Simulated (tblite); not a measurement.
Compound: C7H9ClSi.
Numbering: `[CH2:1]=[C:2]([CH3:3])[C:4]1=[CH:5][CH:6]=[C:7]([Cl:8])[SiH2:9]1` (hydrogens: H10, H11 on C1; H12, H13, H14 on C3; H15 on C5; H16 on C6; H17, H18 on Si9)

Structure used (GFN2-xTB), in Å, numbered top down from 1:
```
atom  x, y, z in Å
C1    -1.755   -1.277   -1.011
C2    -1.337   -0.357   -0.139
C3    -2.316    0.369    0.741
C4     0.069   -0.034   -0.016
C5     0.583    0.891    0.829
C6     2.015    1.083    0.822
C7     2.691    0.306   -0.038
Cl8    4.396    0.365   -0.212
Si9    1.495   -0.821   -0.989
H10   -2.796   -1.530   -1.116
H11   -1.063   -1.803   -1.647
H12   -2.083    0.195    1.790
H13   -3.329    0.026    0.549
H14   -2.270    1.441    0.557
H15   -0.013    1.489    1.502
H16    2.471    1.809    1.478
H17    1.500   -0.523   -2.420
H18    1.733   -2.231   -0.691
```

Computed values, GFN2-xTB/tblite, gas phase, harmonic and unscaled. This tight-binding method is rough: wavenumbers can miss measured ones by several per cent, in bad cases by 10 to 20. Modes of hydrogen on silicon can be 10 to 20 % off. One conformer, not necessarily the lowest.

Harmonic wavenumbers (cm⁻¹): 52.8, 78.6, 142.8, 184.9, 229.4, 244.2, 266.8, 281.2, 380.5, 380.9, 449.9, 467.8, 535.9, 541.2, 556.7, 605.0, 636.1, 667.6, 695.7, 747.8, 829.5, 872.2, 877.6, 938.5, 962.6, 995.3, 1035.3, 1063.6, 1097.9, 1229.3, 1282.1, 1317.1, 1391.6, 1411.1, 1482.3, 1490.9, 1504.4, 1594.4, 1658.6, 2281.2, 2282.8, 3011.5, 3021.5, 3047.0, 3072.9, 3083.4, 3103.1, 3130.2.

A = 3179, B = 610.0, C = 516.6 MHz; mass 156.016 u (most abundant isotopes); point group Cs, symmetry number 1.

Task: Zero-point energy?

Result: Half the sum of the wavenumbers: 28607 cm⁻¹ = 342.21 kJ/mol.

Task: What is S at 200 K and 1 bar for an ideal gas of classical rigid rotors and harmonic oscillators?

Result: Translation 163.54, rotation 121.17, vibration 74.24: S = 359.0 J/(mol K).

Task: And Cp and H(200 K) − H(0)?

Result: Cp = 126.27 J/(mol K), of which vibrations give 93.01 (their classical limit is 48 R = 399.1); H(200 K) − H(0) = 15.23 kJ/mol without the zero-point energy, 8.58 from vibrations.

Task: How do the functions run with temperature in this model?

Result: 
| T (K) | S (J/(mol K)) | Cp (J/(mol K)) | H − H(0) (kJ/mol) | G − H(0) (kJ/mol) | ln q(vib) |
| --- | --- | --- | --- | --- | --- |
| 100 | 291.0 | 75.4 | 5.14 | -23.96 | 1.35 |
| 300 | 419.2 | 173.1 | 30.25 | -95.51 | 6.43 |
| 500 | 525.7 | 245.1 | 72.56 | -190.29 | 11.86 |
| 800 | 656.5 | 310.3 | 156.81 | -368.38 | 19.59 |
| 1000 | 728.9 | 337.9 | 221.77 | -507.08 | 24.31 |

q(vib) and H(0) count from the zero-point level.

Task: What must be added to the electronic energy to get the Gibbs energy at 200 K and 1 bar?

Result: ZPE + [H(200 K) − H(0)] − T·S = 342.21 + 15.23 − 71.79 = 285.65 kJ/mol.

Hindered rotation and anharmonicity are outside this model. Other conformers, if any are populated, would add a mixing term that is left out.
